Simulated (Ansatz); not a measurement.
```xyz
11

N     1.225    0.138   -1.868
C     0.400   -0.190   -0.833
F    -0.104   -1.416   -1.028
C     0.106    0.485    0.279
Si   -0.938   -0.196    1.638
H     1.494    1.106   -1.924
H     1.004   -0.289   -2.753
H     0.528    1.480    0.368
H    -1.034    0.837    2.703
H    -0.362   -1.432    2.236
H    -2.318   -0.524    1.184
```

Charge 0, multiplicity 1.

Task: List the PBE/def2-TZVPP orbital energies in eV (the Gaussian-basis code of Ansatz). (Estimate.)

Result: Computed: Occupied: -1779.10, -660.71, -381.42, -272.17, -268.30, -136.85, -93.59, -93.57, -93.57, -31.17, -23.46, -18.59, -15.42, -13.92, -13.24, -12.44, -11.64, -11.22, -9.48, -8.44, -8.14, -7.92, -7.86, -5.37. Lowest empty: -0.65, -0.12, 0.69, 0.72, 1.21, 1.43, 1.90, 2.41.
